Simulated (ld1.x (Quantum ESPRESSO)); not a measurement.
## Reading a pseudo-wave (Ce (Z = 58))

Columns: radius, all-electron u(r) and pseudo u(r) of the 4f shell (level -5.38 eV) of cerium in the configuration [Kr] 4d10 4f1 5s2 5p6 5d1 6s2 6p0; PBE, scalar-relativistic, ultrasoft scheme, ld1.x (Quantum ESPRESSO) 7.5.

```
r (bohr)  all-electron  pseudo
   0.168        0.1584  0.0019
   0.335        0.5682  0.0263
   0.503        0.8527  0.1105
   0.670        0.9491  0.2665
   0.838        0.9276  0.4593
   1.005        0.8534  0.6173
   1.172        0.7627  0.6859
   1.340        0.6713  0.6608
   1.508        0.5856  0.5858
   1.675        0.5083  0.5083
   1.842        0.4397  0.4397
   2.010        0.3793  0.3793
   2.178        0.3271  0.3271
   2.345        0.2824  0.2824
   2.512        0.2442  0.2442
   2.680        0.2113  0.2113
   2.848        0.1833  0.1833
   3.015        0.1595  0.1595
   3.182        0.1391  0.1391
   3.350        0.1216  0.1216
   3.518        0.1065  0.1065
   3.685        0.0936  0.0936
   3.852        0.0824  0.0824
   4.020        0.0726  0.0726
   4.188        0.0640  0.0640
   4.355        0.0566  0.0566
```

(1) How many radial nodes do the two functions have?

(2) At about which radius was the pseudo-wave matched?

(3) Is the pseudo-wave norm-conserving?

Results:

(1) The all-electron 4f function has n − l − 1 = 0; the pseudo-wave has 0.

(2) 1.65 bohr, where the columns begin to agree (steps of 0.17 bohr).

(3) No, it belongs to an ultrasoft set: the norm inside the radius is not constrained, and the difference is carried by the augmentation charge.
